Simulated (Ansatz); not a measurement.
Reaction (substitution at a C–S bond): `N=[C](S)[GeH3]` + HCl → `N=[C](Cl)[GeH3]` + H₂S

Computed with Ansatz on PBE0-D4/def2-TZVP structures; ΔE is electronic, products minus reactants. CCSD(T)/CBS is the MP2 limit (def2-TZVPP, def2-QZVPP) plus CCSD(T) − MP2 in def2-TZVPP, frozen cores. This one scheme is used for every species. DFT in def2-TZVPP. B3LYP here is the variant with VWN-RPA as its local correlation; programs differ in this. For Ge outer-core shells are correlated without core-valence functions, which leaves a few kJ/mol of doubt a bond. Scalar relativity is left out up to krypton. One conformer a species, not always the lowest.

`N=[C](S)[GeH3]`:

Z-matrix (Å, degrees):
```
Ge
C 1 1.973
H 1 1.537 2 108.3
H 1 1.538 2 108.4 3 117.6
H 1 1.529 2 108.6 3 -121.1
S 2 1.776 1 118.5 3 -66.2
N 2 1.263 1 118.3 3 112.7
H 6 1.342 2 97.7 1 -3.6
H 7 1.023 2 113.6 1 -179.3
```

HCl:

Cartesian coordinates in Å:
```
Cl 0.019 -0.341 0.540
H -0.019 0.341 -0.540
```

`N=[C](Cl)[GeH3]`:

```xyz
8

N    -0.862    0.177    1.705
C     0.106    0.251    0.918
Cl    1.641    0.824    1.551
Ge    0.195   -0.190   -1.006
H    -1.696   -0.165    1.231
H     1.236   -1.296   -1.209
H    -1.208   -0.672   -1.409
H     0.588    1.071   -1.782
```

H₂S:

Cartesian coordinates in Å:
```
S -0.276 0.283 0.476
H 0.818 -0.483 0.359
H -0.541 0.200 -0.836
```

| level | ΔE (eV) |
| --- | --- |
| B3LYP-D4 | 0.16 |
| B3LYP | 0.12 |
| CCSD/def2-TZVPP | 0.16 |
| MP2/def2-QZVPP | 0.19 |

Problem. What does CCSD(T)/CBS give? (Best estimate.)

Solution. Ansatz gave: +0.17 eV. The listed levels differ from it by -0.01, -0.05, -0.01, 0.02 eV.

Largest T1 diagnostic among the species: 0.013.

In def2-TZVPP, CCSD(T) changes the Hartree–Fock value by +0.08 eV (the triples alone add +0.01 eV) and MP2 by +0.10 eV. The D4 term adds +0.04 eV with B3LYP and +0.02 eV with PBE0; it sums over pairs of atoms, weighted by their polarisabilities, and B3LYP, whose exchange is more repulsive, gets the larger term.
